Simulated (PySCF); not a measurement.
2,5-dimethylpyrrole, C6H9N.
SMILES: `Cc1ccc(C)[nH]1`

A linear-response calculation (PySCF, def2-SVPD basis, gas phase, vertical, core orbitals frozen in the response) gave these numbers; the functional is withheld.

Orbital energies (eV): HOMO-3 -11.68, HOMO-2 -11.38, HOMO-1 -8.14, HOMO -6.80, LUMO 1.28, LUMO+1 1.73, LUMO+2 2.03.

| state | E (eV) | f | main configurations (H = HOMO, L = LUMO) |
| --- | --- | --- | --- |
| S1 | 5.32 | 0.0000 | H→L (95%) |
| S2 | 6.01 | 0.266 | H→L+2 (96%) |
| S3 | 6.04 | 0.0000 | H→L+1 (93%) |
| S4 | 6.39 | 0.0000 | H→L+3 (88%) |
| S5 | 6.62 | 0.0000 | H-1→L+2 (51%), H→L+7 (45%) |
| S6 | 6.64 | 0.0018 | H-1→L (88%) |

Triplets, Tamm–Dancoff:

```tsv
state	E (eV)	λ (nm)	main configurations (H = HOMO, L = LUMO)
T1	4.08	304.2	H→L+2 (89%)
T2	5.27	235.4	H→L+7 (56%), H-1→L+2 (33%)
T3	5.27	235.1	H→L (94%)
T4	5.94	208.7	H-1→L+2 (59%), H→L+7 (31%)
```

Vertical ionisation energy by ΔSCF with the same functional: 7.50 eV. Mean static polarisability: 78.7 au.

Question: Which of these was used?
A. HF
B. CAM-B3LYP
C. B3LYP
D. PBE

Answer: B. CAM-B3LYP is range-separated, 19% exact exchange at short range and 65% at long range (ω = 0.33 bohr⁻¹). In this run −ε(HOMO) = 6.80 eV differs from the ΔSCF value by -0.70 eV, and S1 differs from the orbital gap of 8.07 eV by -2.75 eV. The ratio −ε(HOMO)/IP is 0.91. Usual ranges for neutral molecules in this basis: 0.85 to 0.93 with CAM-B3LYP, 0.5 to 0.7 with PBE, 0.67 to 0.83 with B3LYP; with Hartree–Fock the ratio is 1 or more (Koopmans' value less the relaxation energy is the ΔSCF value).

Theory: PySCF, TDDFT CAM-B3LYP/def2-SVPD, vertical, gas phase, core orbitals frozen in the response. Geometry: PBE0-D3(BJ)/def2-SVP; no solvent, vibrations or thermal averaging.
